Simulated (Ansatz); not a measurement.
trans-ethylamine (C₂H₇N), singlet, geometry from GFN2-xTB; B3LYP/STO-3G run with Ansatz (a first-principles code).

Input for Ansatz:
Ansatz 0.2 input:
```yaml
crystal:
  periodic: [false, false, false]
  atoms:
    - {symbol: C, position_ang: [1.21347580, -0.33489211, -0.00053948]}
    - {symbol: C, position_ang: [-0.01511352, 0.57959694, -0.00065065]}
    - {symbol: N, position_ang: [-1.29044637, -0.11469946, 0.00111158]}
    - {symbol: H, position_ang: [2.12582993, 0.25587901, -0.00190763]}
    - {symbol: H, position_ang: [1.21478843, -0.97056086, 0.88382899]}
    - {symbol: H, position_ang: [1.21344556, -0.97257980, -0.88345425]}
    - {symbol: H, position_ang: [0.00625613, 1.22117055, -0.88594093]}
    - {symbol: H, position_ang: [0.00760037, 1.22319154, 0.88313798]}
    - {symbol: H, position_ang: [-1.36186295, -0.71028181, 0.82013011]}
    - {symbol: H, position_ang: [-1.36310650, -0.71215141, -0.81643455]}
basis:
  gaussian:
    orbitals: STO-3G
hamiltonian:
  xc: b3lyp
```

Output, abridged:

```
Functional definition: B3LYP
306 factors; integrals over basis functions are off by at most 3.1e-5 eV
mean field evaluation 1: about -3631.7464 eV, gradient 1.3e1 eV
mean field evaluation 2: about -3631.9258 eV, gradient 1.1e1 eV
mean field evaluation 4: about -3632.2690 eV, gradient 2.0e-1 eV
mean field evaluation 8: about -3632.2371 eV, gradient 1.3e-3 eV
mean field -3632.23714673 eV, -133.4822531236 hartree, gradient 4.0e-6 eV, S^2 0.000000; 0 other end points of the search recorded, 0 dependent functions left out
reference -3632.23731840 eV, -133.4822594322 hartree; 13, 13 occupied and 9, 9 virtual orbitals, 306 factors
Total energy: -3632.23731840 eV, -133.4822594322 hartree
```
